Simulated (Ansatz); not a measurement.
## Worked example: N2H4 + C2H7InO → H3NO + C2H8InN

Species: N2H4 `NN`, singlet; C2H7InO `C[CH2][InH][OH]`, singlet; H3NO (hydroxylamine) `NO`, singlet; C2H8InN `C[CH2][InH][NH2]`, singlet. The partners trade NH2 for OH: N–NH2 and In–OH bonds give way to N–OH and In–NH2.

Shapes, held fixed at every level: PBE0-D4/def2-TZVP. Flexible molecules stand in one conformer, not always the lowest. Programs: Ansatz 0.2.0. The zero-point and thermal change to 298 K, harmonic and unscaled (PBE0-D4/def2-TZVP), is -2.3 kJ/mol.

At CCSD(T)/def2-TZVPP; 1 Eh = 2625.50 kJ/mol:

| species | energy (Eh) |
| --- | --- |
| N2H4 | -111.702783 |
| C2H7InO | -344.896165 |
| H3NO | -131.543630 |
| C2H8InN | -325.027831 |

Q: Work out ΔH(298 K) of the reaction at this level.

A: 
1. Products less reactants: (-131.543630) + (-325.027831) − [(-111.702783) + (-344.896165)] = 0.027487 Eh = +72.2 kJ/mol.
2. With the thermal change: +72.2 + (-2.3) = +69.9 kJ/mol.

Other levels give +69.5 (SPW92/def2-TZVPP) to +79.5 kJ/mol (HF/def2-SVP). No measured value is set beside it here. For atoms past krypton def2 sets carry core potentials with scalar relativity. Outer-core shells of In are correlated, in sets that cover them unevenly.
